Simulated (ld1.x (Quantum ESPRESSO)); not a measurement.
Before and after: TM potential for silver

ld1.x (Quantum ESPRESSO) 7.5 input, shortened:

```
&input
   title='Ag', zed=47., rel=2, dft='PZ', iswitch=3,
   config='[Kr] 4d10 4f-2 5s1 5p0', rel_dist='average'
 /
 &inputp
   pseudotype=2, tm=.true., lloc=0,
   nlcc=.false.
 /
4
5P  2  1   0.00   0.00  3.30  3.30  0.0
4D  3  2  10.00   0.00  1.75  1.75  0.0
4F  4  3  -2.00   0.15  2.55  2.55  0.0
5S  1  0   1.00   0.00  1.85  1.85  0.0
 &test
   configts(1)='4d10 5s1 5p0'
 /
```

Open shells are filled in proportion to 2j + 1 (rel_dist='average').

Change: core correction a·sin(br)/r model core inside 0.86 bohr.

Cutoffs: the cutoffs (Ry, on a coarse ladder) from which the occupation-weighted sum of valence levels, in a spherical-Bessel basis at the reference potential, stays within 10 and 1 mRy of its value at 400 Ry; they do not see the model core or the augmentation charge, which bear on the density cutoff. Errors are all-electron minus pseudo energies relative to the spin-unpolarised reference configuration.

Q: Predict the effect on cutoff, ghosts and configuration errors.

A: The potential gets neither clearly harder nor softer (70 Ry and 100 Ry → 70 Ry and 100 Ry); of the 7 tests that both files solve, the error grows in 6 and shrinks in 1 by more than 15 % and 0.3 meV (median size 77.2 → 121.7 meV); neither file shows a bound ghost. A model core, the more so a compact one, raises the density cutoff, which this test does not measure.

```tsv
quantity	base	changed
cutoff, loose	70 Ry	70 Ry
cutoff, tight	100 Ry	100 Ry
bound ghosts	none	none
error for 4d10 5s0 5p0, meV [ΔE 8.10 eV]	-0.2	-7.7
error for 4d9 5s0 5p0, meV [ΔE 30.49 eV]	-77	-123
error for 4d8 5s0 5p0, meV [ΔE 66.92 eV]	-480	-662
error for 4d10 5s0 5p1, meV [ΔE 4.02 eV]	+2.3	-0.4
error for 4d9 5s1 5p1, meV [ΔE 8.57 eV]	-104	-122
error for 4d7 5s0 5p0, meV [ΔE 118.84 eV]	-1315	-1804
error for 4d9 5s1 5p0, meV [ΔE 13.38 eV]	-77	-95
s: phases at 3.60 bohr within 0.05 rad from the reference energy up to (Ry; the scan ends near 5)	1.2	1.2
p1/2: phases at 3.60 bohr within 0.05 rad from the reference energy up to (Ry; the scan ends near 5)	2.1	2.1
p3/2: phases at 3.60 bohr within 0.05 rad from the reference energy up to (Ry; the scan ends near 5)	2.0	2.0
d3/2: phases at 3.60 bohr within 0.05 rad from the reference energy up to (Ry; the scan ends near 5)	0.5	0.5
d5/2: phases at 3.60 bohr within 0.05 rad from the reference energy up to (Ry; the scan ends near 5)	0.6	0.6
f5/2: phases at 3.60 bohr within 0.05 rad from the reference energy up to (Ry; the scan ends near 5)	2.9	2.9
f7/2: phases at 3.60 bohr within 0.05 rad from the reference energy up to (Ry; the scan ends near 5)	2.9	2.9
```
